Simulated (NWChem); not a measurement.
System: C₃H₆OSi; SMILES C=CC(=O)[SiH3]

```xyz
11

C     -0.3411    -2.4716     0.0000
C     -0.7333    -1.1927     0.0000
C      0.2669    -0.0877     0.0000
O      1.4631    -0.3015     0.0000
Si    -0.2808     1.7740     0.0000
H      0.7285    -2.7051     0.0000
H     -1.0552    -3.2988     0.0000
H     -1.7941    -0.9215     0.0000
H     -1.7680     1.9377     0.0000
H      0.2932     2.4130     1.2195
H      0.2932     2.4130    -1.2195
```
Atoms are numbered in this order, from 1.

STO-3G and 3-21G are far too small for this property and stand as cheap habits. Coordinates come from a PBE0/def2-SVP optimisation.

### Question
Give the principal values of the shielding tensors (ppm) of C1, C2, C3, O4, Si5 from Hartree-Fock/STO-3G, GIAO (NWChem), with their diamagnetic and paramagnetic parts as GIAO splits them.

### Answer
| atom | σ11 | σ22 | σ33 | isotropic | diamagnetic | paramagnetic |
|---|---|---|---|---|---|---|
| C1 | 28.0 | 135.0 | 225.6 | 129.5 | 253.6 | -124.0 |
| C2 | 13.7 | 145.0 | 212.8 | 123.8 | 253.8 | -130.0 |
| C3 | -63.3 | 81.4 | 190.0 | 69.4 | 256.0 | -186.7 |
| O4 | -1477.4 | -427.5 | 505.3 | -466.5 | 386.0 | -852.5 |
| Si5 | 620.7 | 653.0 | 660.2 | 644.6 | 868.1 | -223.5 |
